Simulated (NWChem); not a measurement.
Species: CH₄OZn; SMILES C[O][ZnH]

```xyz
7

Zn     0.2575    -0.7262     0.0016
H      0.0058    -2.2227    -0.0161
O      0.7069     0.9862     0.0235
C     -0.0764     2.1264     0.0041
H     -0.7940     2.1906     0.8498
H      0.5643     3.0265     0.0733
H     -0.6726     2.2401    -0.9265
```
Atoms are numbered in this order, from 1.

The geometry was optimised at PBE0/def2-SVP.

**Question.** Give the principal values of the shielding tensors (ppm) of Zn1, O3, C4 from Hartree-Fock/6-31G* (spherical d), GIAO (NWChem), with their diamagnetic and paramagnetic parts as GIAO splits them.

**Answer.** 
```json
[
 {"atom": "Zn1", "σ11": "1780.5", "σ22": "1792.4", "σ33": "2521.3", "isotropic": "2031.4", "diamagnetic": "2517.5", "paramagnetic": "-486.1"},
 {"atom": "O3", "σ11": "274.8", "σ22": "371.4", "σ33": "412.7", "isotropic": "353.0", "diamagnetic": "393.1", "paramagnetic": "-40.1"},
 {"atom": "C4", "σ11": "125.5", "σ22": "127.8", "σ33": "193.2", "isotropic": "148.8", "diamagnetic": "243.9", "paramagnetic": "-95.1"}
]
```
